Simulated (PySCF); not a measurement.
An unknown shows these calculated signals:

1H NMR (500 MHz, computed): δ 9.20 (m, 1H), 4.71 (m, 3H), 2.70 (s, 3H).

13C{1H} NMR (computed): δ 195.4 (CH), 192.3 (C), 168.7 (C), 158.6 (C), 28.2 (CH3).

Calculated, not measured (PySCF 2.14.0 with density-fitted response routines): geometry from GFN2-xTB, NMR shieldings at PBE0/pcSseg-1/GIAO. In vacuum, a single conformation, no relativistic terms, rapidly exchanging positions averaged.

δ = σ(ref) − σ, references computed at the same level: 1H (σref 31.72) and 13C (σref 186.93) against TMS.

Which of these does the molecule contain: a ketone, a C≡C triple bond, a Si–H bond, a heteroaromatic ring, an OH group, a non-aromatic C=C double bond?

Answers


- A ketone: yes (δC 192.3).
- A C≡C triple bond: no.
- A Si–H bond: yes (δH 4.71 (m)).
- A heteroaromatic ring: yes.
- An OH group: no.
- A non-aromatic C=C double bond: no.

The data belong to `o1c(C(C)=O)c([SiH3])pc1`, C₅H₇O₂PSi; they needn't prove each group on their own.

Carbon signals by region: 3 in the far downfield region (above 160 ppm), 1 in the sp2 and nitrile region (100–160 ppm), 1 below 50 ppm. Above 160 ppm: 195.4, aromatic CH next to the ring oxygen, 192.3, ketone carbonyl carbon, 168.7, substituted aromatic carbon next to the ring oxygen.

Splittings by 31P in the carbon and heteronuclear signals aren't shown, as no couplings were computed. Shifts are as computed. Against solution values, carbons near 30 ppm lie about +3 ppm off and those near 130 ppm about +5 ppm. Of 1211 compounds with measured shifts, 218 miss one by over three times the rms of a fit or turn the order of signals round; such compounds aren't used in these exercises. Multiplicities follow the n + 1 count of equivalent neighbours, as no J values were calculated; m marks all less simple cases, F and P coupling included.
